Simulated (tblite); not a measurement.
C6H9BrOSi.
SMILES with atom numbers: `[CH:1]#[C:2][CH2:3][C@@H:4]([Br:5])[SiH2:6][C:7]([CH3:8])=[O:9]` (hydrogens: H10 on C1; H11, H12 on C3; H13 on C4; H14, H15 on Si6; H16, H17, H18 on C8)

Computed with GFN2-xTB (tblite), gas phase: L-BFGS steps from a force-field or distance-geometry start until the largest atomic force falls under 0.01 eV/Å.

The end geometry, which sets the zero of energy:
```
atom  x, y, z in Å
C1     -1.0780    2.1025    0.5598
C2     -1.4854    1.1139    0.0224
C3     -1.9689   -0.1014   -0.6001
C4     -1.2740   -1.3111    0.0162
Br5    -1.9979   -2.9476   -0.8226
Si6     0.6220   -1.3794   -0.2356
C7      1.4216    0.0417    0.7886
C8      2.2464    1.0647    0.0637
O9      1.2770    0.0466    1.9890
H10    -0.7313    2.9745    1.0284
H11    -1.7748   -0.0627   -1.6769
H12    -3.0528   -0.1703   -0.4567
H13    -1.5415   -1.3987    1.0701
H14     0.8987   -1.2208   -1.6663
H15     1.0948   -2.6559    0.2952
H16     2.6568    1.7996    0.7524
H17     1.6256    1.5576   -0.6810
H18     3.0528    0.5531   -0.4582
```

Problem. These geometries come from the run, each turned onto the end geometry. Order them by energy, lowest first.
A.
```
atom  x, y, z in Å
C1     -1.1588    2.0928    0.6003
C2     -1.5383    1.1119    0.0291
C3     -1.9816   -0.1069   -0.6150
C4     -1.2749   -1.2988    0.0210
Br5    -1.9898   -2.9582   -0.7783
Si6     0.6186   -1.3544   -0.2408
C7      1.4190    0.0678    0.7792
C8      2.3080    1.0324    0.0517
O9      1.2265    0.1205    1.9716
H10    -0.8359    2.9597    1.0943
H11    -1.7597   -0.0591   -1.6862
H12    -3.0663   -0.2010   -0.4969
H13    -1.5342   -1.3652    1.0785
H14     0.8952   -1.1827   -1.6709
H15     1.1059   -2.6294    0.2817
H16     2.7673    1.7418    0.7353
H17     1.7142    1.5629   -0.6893
H18     3.0760    0.4721   -0.4767
```
B.
```
atom  x, y, z in Å
C1     -1.3896    2.1993    0.6057
C2     -1.6193    1.1606    0.0593
C3     -1.9601   -0.0817   -0.6027
C4     -1.2434   -1.2646    0.0413
Br5    -2.0047   -2.9272   -0.7180
Si6     0.6424   -1.3760   -0.2642
C7      1.5048   -0.0051    0.7738
C8      2.3776    0.9758    0.0478
O9      1.3504    0.0074    1.9726
H10    -1.1864    3.1133    1.0776
H11    -1.7028   -0.0144   -1.6647
H12    -3.0450   -0.2183   -0.5291
H13    -1.4835   -1.3053    1.1055
H14     0.8889   -1.1936   -1.6965
H15     1.0981   -2.6772    0.2151
H16     2.8020    1.7102    0.7277
H17     1.7850    1.4768   -0.7152
H18     3.1768    0.4263   -0.4476
```
C.
```
atom  x, y, z in Å
C1     -1.2080    2.0953    0.6148
C2     -1.5664    1.1169    0.0268
C3     -1.9822   -0.1082   -0.6241
C4     -1.2827   -1.2947    0.0325
Br5    -1.9972   -2.9619   -0.7444
Si6     0.6106   -1.3481   -0.2424
C7      1.4447    0.0631    0.7710
C8      2.3402    1.0302    0.0512
O9      1.2655    0.1033    1.9659
H10    -0.9054    2.9686    1.1100
H11    -1.7360   -0.0619   -1.6899
H12    -3.0690   -0.2084   -0.5357
H13    -1.5515   -1.3457    1.0886
H14     0.8472   -1.1938   -1.6810
H15     1.1129   -2.6220    0.2665
H16     2.7957    1.7351    0.7435
H17     1.7570    1.5664   -0.6949
H18     3.1157    0.4722   -0.4700
```
D.
```
atom  x, y, z in Å
C1     -1.3974    2.2354    0.6024
C2     -1.6584    1.2017    0.0490
C3     -1.9513   -0.0860   -0.6001
C4     -1.2315   -1.2550    0.0360
Br5    -2.0036   -2.9242   -0.7129
Si6     0.6108   -1.3645   -0.2151
C7      1.5100   -0.0167    0.7618
C8      2.3791    0.9568    0.0241
O9      1.3474   -0.0096    1.9798
H10    -1.1920    3.1558    1.1034
H11    -1.7201   -0.0088   -1.6730
H12    -3.0499   -0.2408   -0.5462
H13    -1.4740   -1.3249    1.1222
H14     0.9229   -1.2111   -1.6681
H15     1.1320   -2.6991    0.1749
H16     2.7781    1.6864    0.7344
H17     1.7846    1.4888   -0.7275
H18     3.2041    0.4220   -0.4568
```
E.
```
atom  x, y, z in Å
C1     -1.2833    2.1424    0.6048
C2     -1.5866    1.1354    0.0328
C3     -1.9703   -0.1001   -0.6169
C4     -1.2691   -1.2816    0.0416
Br5    -1.9942   -2.9509   -0.7298
Si6     0.6172   -1.3609   -0.2550
C7      1.4709    0.0322    0.7604
C8      2.3580    1.0077    0.0475
O9      1.3121    0.0556    1.9594
H10    -1.0376    3.0262    1.1126
H11    -1.7126   -0.0610   -1.6798
H12    -3.0574   -0.1994   -0.5384
H13    -1.5243   -1.3332    1.0992
H14     0.8410   -1.1782   -1.6940
H15     1.1033   -2.6377    0.2644
H16     2.7956    1.7176    0.7442
H17     1.7841    1.5392   -0.7068
H18     3.1445    0.4528   -0.4578
```

Solution. A (0.003 eV), C (0.007 eV), E (0.013 eV), B (0.022 eV), D (0.157 eV).

In the order of the answer:

```
step  E above end (eV)  largest force (eV/Å)  rms force component (eV/Å)  rms distance from end (Å)  rms bond change (Å)  bond most changed (Å)
  52             0.003                  0.05                       0.012                      0.068                0.001          C4–Si6 -0.002
  37             0.007                  0.05                       0.015                      0.094                0.001          C4–Br5 -0.003
  26             0.013                  0.11                       0.032                      0.126                0.001          C4–Si6 -0.003
  13             0.022                  0.09                       0.023                      0.175                0.001          C4–Br5 +0.004
   0             0.157                  1.73                       0.458                      0.187                0.021          C4–Si6 -0.051
```

The cost below is that of the whole relaxation. Time: 1.5 s. Hardware: one thread, Arm Neoverse N1 (aarch64), on a shared host.
